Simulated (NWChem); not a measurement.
# SiNH2Br, singlet; SMILES N[Si]Br

```xyz
5

Si     0.7137     1.1875     0.0000
Br    -0.0484    -0.9994     0.0000
N     -0.8140     1.9758     0.0000
H     -1.7274     1.5318     0.0000
H     -0.8729     2.9897     0.0000
```
Atoms are numbered in this order, from 1.

Results from NWChem. Pople sets run with spherical d functions. Low-valent species are run as closed-shell singlets; no triplet was tried in these runs. Geometry: optimised at B3LYP/6-31G* (spherical d). Ions are spin-unrestricted doublets at the neutral geometry; other ion states weren't tried. Functional: LC-ωPBE (HJS hole) with 6-31G*; the question gives the range parameter ω in 1/bohr.

### Question
What does the run give for range parameter (1/bohr) 0.35? Quantities: vertical ionisation energy, ΔSCF (eV); −ε(HOMO) (eV).

### Answer
The vertical ionisation energy, ΔSCF (eV) comes out as 9.44. The −ε(HOMO) (eV) is 9.48.
